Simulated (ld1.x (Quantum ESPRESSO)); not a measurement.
Sb, TM: configuration errors across variants

- Element: antimony
- Generator: ld1.x (Quantum ESPRESSO) 7.5
- Type: norm-conserving Troullier–Martins (Kleinman–Bylander form)
- Functional: PBEsol
- Relativity: fully relativistic
- Frozen core: [Kr] 4d10
- Valence charge: 5
- Reference configuration: 5s2 5p3
- Partial waves: 5s (bound): rc 1.95 bohr; 5p (bound): rc 1.85 bohr
- Local potential: all-electron potential smoothed inside 1.85 bohr (lloc = -2)
- Core correction: a·sin(br)/r model core inside 0.90 bohr

Open shells are filled in proportion to 2j + 1 (rel_dist='average').

All-electron excitation energies from the reference (eV): (1) 5s2 5p2 8.361; (2) 5s2 5p1 24.393; (3) 5s2 5p0 48.864; (4) 5s2 5p3.3 -1.167; (5) 5s1 5p4 8.115; (6) 5s2 5p2.5 3.281; (7) 5s1 5p0 93.194.

A true bound ghost makes a file unfit for plane-wave use even where its test errors are small: the radial tests pick states by their node count and pass the ghost by.

Errors AE − PS in meV (a dash: test not solved or not reliable):

| change | (1) | (2) | (3) | (4) | (5) | (6) | (7) | bound ghosts |
| --- | --- | --- | --- | --- | --- | --- | --- | --- |
| base | -1.5 | -23 | -121 | 0.0 | -7.9 | 0.0 | -472 | none |
| wave 5p (bound): rc 1.85 bohr becomes 5p (bound): rc 1.26 bohr | -8.1 | -76 | -331 | -0.2 | -42 | -1.0 | -720 | p1/2, p3/2 |
| wave 5p (bound): rc 1.85 bohr becomes 5p (bound): rc 1.42 bohr | -3.2 | -42 | -217 | 0.0 | -21 | -0.2 | -603 | p1/2, p3/2 |
| wave 5p (bound): rc 1.85 bohr becomes 5p (bound): rc 1.92 bohr | -1.6 | -23 | -120 | 0.0 | -8.5 | -0.1 | -468 | none |
| wave 5p (bound): rc 1.85 bohr becomes 5p (bound): rc 2.08 bohr | -1.9 | -23 | -116 | 0.0 | -10 | -0.1 | -454 | none |
| wave 5p (bound): rc 1.85 bohr becomes 5p (bound): rc 2.26 bohr | -1.9 | -23 | -115 | 0.0 | -11 | -0.2 | -452 | none |
| wave 5p (bound): rc 1.85 bohr becomes 5p (bound): rc 2.50 bohr | -1.9 | -24 | -122 | 0.0 | -9.0 | -0.2 | -469 | none |
| wave 5p (bound): rc 1.85 bohr becomes 5p (bound): rc 2.74 bohr | -2.1 | -28 | -146 | +0.1 | -5.0 | -0.1 | -520 | none |

**Question.** Give the same row for: wave 5p (bound): rc 1.85 bohr becomes 5p (bound): rc 1.64 bohr.

**Answer.** -0.9, -23, -135, +0.1, -6.4, +0.1, -504; bound ghosts: none.
